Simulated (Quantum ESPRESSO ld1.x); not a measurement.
Pd+, configuration [Kr] 4d(3/2: 4, 5/2: 5). Calculated with ld1.x of Quantum ESPRESSO 7.5: Dirac Kohn-Sham, BLYP, spin-unpolarised, spherical densities, point nucleus.

X-ray form factor f0, the Fourier transform of the density (f0(0) = 45):

| sin(theta)/lambda (1/angstrom) | f0 (electrons) |
|---|---|
| 0.05 | 44.347 |
| 0.1 | 42.552 |
| 0.15 | 40.008 |
| 0.2 | 37.139 |
| 0.25 | 34.264 |
| 0.3 | 31.574 |
| 0.4 | 27.054 |
| 0.5 | 23.690 |
| 0.6 | 21.212 |
| 0.8 | 17.696 |
| 1 | 14.878 |
| 1.25 | 11.765 |
| 1.5 | 9.292 |
| 2 | 6.465 |
